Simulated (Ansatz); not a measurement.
Harmonic frequencies (cm⁻¹) at PBE0-D4/def2-TZVP from Ansatz: 82, 97, 142, 165, 242, 265, 342, 356, 457, 513, 644, 795, 904, 933, 1003, 1100, 1104, 1117, 1181, 1210, 1236, 1276, 1305, 1328, 1406, 1423, 1433, 1482, 1488, 1503, 3069, 3075, 3081, 3129, 3145, 3145.

Each molecule was computed in one conformer, which needn't be the lowest.

(1) Which molecule is it?
A. `FCC(F)(CF)CF`
B. `FCC(F)CC(F)F`
C. `FCC(CF)C(F)F`
D. `CC(F)(CF)C(F)F`

## Answers

(1) A.
